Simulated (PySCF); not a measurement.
Gas-phase reaction: 4 ZrCl3OH + H2 + O ⇌ ZrO2 + 3 ZrCl4.H2O

Computed with PySCF and rigid-rotor harmonic-oscillator thermochemistry at 1 bar. S°(298 K) at PBE0/def2-TZVP differs from the NASA 1993 table for ZrO2 (-6 J/mol/K); whether the harmonic model or the table's entry is off was not settled. † marks an energy on the PBE0/def2-TZVP geometry and frequencies; other levels use their own. MP2 and CCSD(T) freeze the core. Open shells (unrestricted): O (multiplicity 3, electronic degeneracy 9); the rest are closed-shell singlets. Spin-orbit splitting is ignored; it lowers the true energy and changes the entropy of O. B3LYP is the form with VWN-RPA correlation. Zr: scalar-relativistic def2 core potential, no spin-orbit coupling. Adducts (ZrCl4.H2O) have no counterpoise correction, and HF, PBE, BLYP, B3LYP and PBE0 lack dispersion. ZrCl3OH, ZrCl4.H2O: computed as isolated molecules; such fragments, hydroxides, amides, oligomers or adducts are transient or little studied in the gas. MP2 isn't extrapolated to the basis-set limit; its ΔH°(298 K) is -54.2 kJ in def2-SVP and -95.5 kJ in def2-TZVPP. CCSD(T) isn't extrapolated to the basis-set limit. The harmonic model lacks anharmonicity and excited electronic states, which grow with temperature; levels with a mode under 35 cm⁻¹ are left out. Soft modes under 120 cm⁻¹ make the harmonic entropy rough for ZrCl3OH, ZrCl4.H2O. Warning, large T1 diagnostic: ZrO2 (CCSD(T)/def2-SVP†).

```json
[
 {"level": "B3LYP/def2-TZVP†", "ΔE electronic, kJ": "6", "ΔH°(298 K), kJ": "48", "ΔS°(298 K), J/K": "-231", "ΔG°(1200 K), kJ": "335"},
 {"level": "CCSD(T)/def2-SVP†", "ΔE electronic, kJ": "-16", "ΔH°(298 K), kJ": "27", "ΔS°(298 K), J/K": "-231", "ΔG°(1200 K), kJ": "314"},
 {"level": "HF/def2-TZVP†", "ΔE electronic, kJ": "333", "ΔH°(298 K), kJ": "376", "ΔS°(298 K), J/K": "-231", "ΔG°(1200 K), kJ": "662"},
 {"level": "M06-2X/def2-TZVP†", "ΔE electronic, kJ": "-45", "ΔH°(298 K), kJ": "-2", "ΔS°(298 K), J/K": "-231", "ΔG°(1200 K), kJ": "285"},
 {"level": "MP2/def2-SVP†", "ΔE electronic, kJ": "-97", "ΔH°(298 K), kJ": "-54", "ΔS°(298 K), J/K": "-231", "ΔG°(1200 K), kJ": "232"},
 {"level": "MP2/def2-TZVPP†", "ΔE electronic, kJ": "-138", "ΔH°(298 K), kJ": "-95", "ΔS°(298 K), J/K": "-231", "ΔG°(1200 K), kJ": "191"},
 {"level": "PBE/def2-SVP", "ΔE electronic, kJ": "-106", "ΔH°(298 K), kJ": "-68", "ΔS°(298 K), J/K": "-227", "ΔG°(1200 K), kJ": "213"},
 {"level": "PBE/def2-TZVP†", "ΔE electronic, kJ": "-87", "ΔH°(298 K), kJ": "-44", "ΔS°(298 K), J/K": "-231", "ΔG°(1200 K), kJ": "242"},
 {"level": "LDA/def2-TZVP†", "ΔE electronic, kJ": "-214", "ΔH°(298 K), kJ": "-171", "ΔS°(298 K), J/K": "-231", "ΔG°(1200 K), kJ": "116"},
 {"level": "ωB97M-V/def2-TZVP†", "ΔE electronic, kJ": "-31", "ΔH°(298 K), kJ": "12", "ΔS°(298 K), J/K": "-231", "ΔG°(1200 K), kJ": "299"}
]
```
ΔH° is lowest at LDA/def2-TZVP† and highest at HF/def2-TZVP†. No reference value is set beside these.
